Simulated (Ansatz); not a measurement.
The cluster Si2S2, relaxed as a singlet with RKS PBE0-D4/def2-TZVP in Ansatz, starting from the GFN2-xTB geometry. Force threshold 0.02 eV/Å.

The structure comes from a short search, and lower isomers may exist.

Start:

```xyz
4

Si    1.4957    0.0660    0.3678
Si   -1.4912   -0.1022   -0.3806
S     0.3266    0.5987   -1.4315
S    -0.3311   -0.5625    1.4442
```

```tsv
step	energy (eV)	largest force component (eV/Å)	SCF passes
1	-37414.4414	1.027	15
2	-37414.4968	0.601	25
3	-37414.6026	0.270	25
4 (rejected)	-37414.5273	0.606	25
5 (rejected)	-37414.5979	0.545	22
6	-37414.6265	0.220	20
7	-37414.6346	0.100	21
8	-37414.6371	0.021	21
9	-37414.6373	0.007	21
```

Force components are those of the run's own axes.

End:

```csv
atom,x (Å),y (Å),z (Å)
Si1,1.387,-0.128,0.265
Si2,-1.326,-0.280,-0.416
S3,0.301,0.789,-1.374
S4,-0.361,-0.381,1.525
```

By distances, no bond broke or formed. The bond that changes most is Si2–S3, from 2.21 to 2.17 Å (atoms count from 1).

No frequencies were taken in this run, so the end may be a saddle point.

Hardware: 4 threads of Arm Neoverse V2 on a shared host. Wall time 10 s.
